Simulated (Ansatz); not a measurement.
Start from `[SiH3][SiH2][GaH2]` and change one atom or group to get `[SiH3][SiH2][SnH3]`.

Ansatz, PBE0-D4/def2-TZVP geometries, multiplicity 1. 

Elements past krypton have def2 core potentials. Scalar relativity is left out up to krypton.

| property | `[SiH3][SiH2][GaH2]` |
| --- | --- |
| HOMO energy (ωB97M-V/def2-TZVPP) / eV | -9.44 |
| size of the dipole moment (B3LYP/def2-TZVPP) / D | 0.23 |
| HOMO–LUMO gap (PBE/def2-TZVPP) / eV | 3.47 |
| size of the dipole moment (PBE/def2-TZVPP) / D | 0.19 |
| LUMO energy (ωB97M-V/def2-TZVPP) / eV | -0.53 |
| LUMO energy (PBE0/def2-TZVPP) / eV | -2.22 |

**Question.** Give the same properties after the change, and the shifts. (An estimate is asked.)

**Answer.** The calculation gave: 
| property | `[SiH3][SiH2][SnH3]` | shift |
| --- | --- | --- |
| HOMO energy (ωB97M-V/def2-TZVPP) / eV | -9.72 | -0.28 |
| size of the dipole moment (B3LYP/def2-TZVPP) / D | 0.36 | 0.13 |
| HOMO–LUMO gap (PBE/def2-TZVPP) / eV | 5.53 | 2.06 |
| size of the dipole moment (PBE/def2-TZVPP) / D | 0.28 | 0.09 |
| LUMO energy (ωB97M-V/def2-TZVPP) / eV | 1.12 | 1.65 |
| LUMO energy (PBE0/def2-TZVPP) / eV | -0.45 | 1.77 |

With PBE0 the HOMO falls by 0.30 eV and the LUMO rises by 1.77 eV, so the gap widens by about 2.07 eV. PBE moves the HOMO by -0.30 eV and ωB97M-V by -0.28 eV. The zero-point energy changes by 18.8 kJ/mol with +3 modes. Dipoles are sizes alone; their direction can turn.

B3LYP here is the variant with VWN-RPA as its local correlation; programs differ in this.
